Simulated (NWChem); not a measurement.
# Basis-set convergence for C₂H₃Br

SMILES: BrC=C
```xyz
6

C      2.0921    -0.3855     0.0000
C      0.8434    -0.8388     0.0000
Br    -0.6699     0.2761     0.0000
H      2.3278     0.6812     0.0000
H      2.9209    -1.0988     0.0000
H      0.5857    -1.9004     0.0000
```
Charge 0, spin multiplicity 1.

All runs are NWChem calculations. The geometry was optimised at PBE0/def2-SVP, a minimum by its harmonic frequencies.

Quantity: LUMO energy at the level B3LYP.

The Hamiltonian is non-relativistic. B3LYP has NWChem's definition, with VWN1-RPA local correlation. The Pople sets run with spherical d functions. The structure started from a generated list of species.

```
basis        functions  LUMO energy (eV)
-----------  ---------  ----------------
STO-3G              31              2.86
3-21G               46              0.13
6-31G*              66        (withheld)
pcseg-1             70        (withheld)
cc-pVDZ             70             -0.28
6-311G**            98             -0.44
aug-cc-pVDZ        109             -0.74
def2-TZVP          128             -0.63
pcseg-2            145             -0.69
def2-TZVPD         158        (withheld)
```

Fill in the missing entries.


- 6-31G*, LUMO energy (eV): -0.10
- pcseg-1, LUMO energy (eV): -0.51
- def2-TZVPD, LUMO energy (eV): -0.71
